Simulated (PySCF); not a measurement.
**Excitation energy of Ru²⁺ by level of theory**

Ru²⁺ [Kr] 4d6 (5D) → Ru²⁺ [Kr] 4d5 5p1 (7P), as a difference of total energies. All numbers are calculated (PySCF 2.14, the spin-free X2C one-electron Hamiltonian (Gaussian nucleus), in x2c-QZVPPall). Correlated levels: valence: [Kr] frozen; valence and next inner shell: [Ar] 3d10 frozen. The calculations carry no spin-orbit coupling.

```tsv
method	excitation energy (eV)
UHF	8.554
LDA	9.445
PBE	9.369
PBE0	9.418
r2SCAN	9.197
PBEsol	9.359
LC-wPBE	9.705
MP2 (valence)	9.405
SCS-MP2 (valence)	9.957
MP2 (valence and next inner shell)	9.267
SCS-MP2 (valence and next inner shell)	9.577
```

Task: How much does correlation contribute at MP2 (valence and next inner shell)?

Result: 9.267 − (8.554) = 0.713 eV, measured against UHF.

A first-order spin-orbit estimate (lowest level to lowest level, LS coupling) adds 0.005 eV.

The basis was made for the ground configuration and has no added diffuse functions, so the excitation energy can come out too high.
